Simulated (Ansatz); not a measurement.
Strength of the S–Ge bond: Ge(SH)3 → Ge(SH)2 + HS

Species: Ge(SH)3, doublet; Ge(SH)2, singlet; HS, doublet. 

Shapes, held fixed at every level: PBE0-D4/def2-TZVP. Flexible molecules stand in one conformer, not always the lowest. Programs: Ansatz 0.2.0. Electronic energies: no zero-point or thermal term.

```
              level                   kind  ΔE (kJ/mol)  less CCSD(T)/def2-TZVPP
      HF/def2-TZVPP           Hartree–Fock       +106.9                    -49.0
B3LYP-D4/def2-TZVPP          global hybrid       +149.4                     -6.5
 PBE0-D4/def2-TZVPP          global hybrid       +173.8                    +17.9
  B2PLYP/def2-TZVPP          double hybrid       +147.9                     -8.0
     MP2/def2-TZVPP    perturbation theory       +174.7                    +18.8
    CCSD/def2-TZVPP  coupled cluster or CI       +148.7                     -7.2
 CCSD(T)/def2-TZVPP  coupled cluster or CI       +155.9                      0.0
```

The highest level, CCSD(T)/def2-TZVPP, gives ΔE = +155.9 kJ/mol; the levels span +106.9 to +174.7. A fragment pairs its electrons up again, so this isn't a typical strength of such a bond. The column of differences is taken from that level and isn't an error. No measured value is set beside it here. Open shells run unrestricted unless RO is named. Relativity is left out for Ge unless named. Correlated rows may include outer-core shells of Ge, which these sets cover unevenly.
